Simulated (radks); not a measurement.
Results of a calculation; reference values are marked as such.
Task: The mean radii <r> (bohr) of the occupied orbitals of an atom or ion are listed with their occupations. Code: a radial shooting solver on a logarithmic mesh with Libxc functionals. Model: scalar-relativistic Kohn-Sham, PBE, spin-unpolarised, spherical densities, point nucleus.

| orbital | occ. | <r> |
|---|---|---|
| 1s | 2 | 0.04551 |
| 2s | 2 | 0.2022 |
| 2p | 6 | 0.1767 |
| 3s | 2 | 0.5519 |
| 3p | 6 | 0.5517 |
| 3d | 3 | 0.5238 |

Name the element and its charge.

Result: Z = 33, arsenic, charge +12: As12+ in [Ar] 3d3. The 1s radius gives Z: for a bare nucleus <r> = (2 gamma + 1)/(2Z) with gamma = sqrt(1 - (Z/c)^2), 0.04456 bohr for Z = 33, and screening makes it slightly larger (0.04551 here). The occupations add up to 21, and the charge is Z minus that.
